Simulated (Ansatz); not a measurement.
`CSC[SiH2]O` + `[NH2][GeH2][NH2]` → `[NH2][GeH2][SiH2]O` + `CSCN`  (formal exchange of groups at the Si–C bond)

Program: Ansatz. Geometries: PBE0-D4/def2-TZVP. ΔE: electronic, gas phase. CCSD(T)/CBS is the MP2 limit (def2-TZVPP, def2-QZVPP) plus CCSD(T) − MP2 in def2-TZVPP, frozen cores. For Ge outer-core shells are correlated without core-valence functions, which leaves a few kJ/mol of doubt a bond. Scalar relativity is left out up to krypton. Each species was taken in one conformer, which may not be the lowest.

| level | ΔE (kJ/mol) |
| --- | --- |
| SCS-MP2/def2-TZVPP | 81.4 |
| CCSD(T)/def2-TZVPP | 73.2 |
| SCS-MP2/def2-QZVPP | 82.7 |
| MP2/CBS(def2) | 81.9 |

Problem. What does CCSD(T)/CBS give? (An estimate is asked.)

Solution. Computed: +73.6 kJ/mol. The listed levels differ from it by 7.8, -0.4, 9.1, 8.3 kJ/mol.

Largest T1 diagnostic among the species: 0.012.

In def2-TZVPP, CCSD(T) changes the Hartree–Fock value by −12.9 kJ/mol (the triples alone add −2.3 kJ/mol) and MP2 by −4.5 kJ/mol. From PBE to PBE0 (25 % exact exchange), in def2-TZVPP and without D4, ΔE moves by +9.9 kJ/mol.
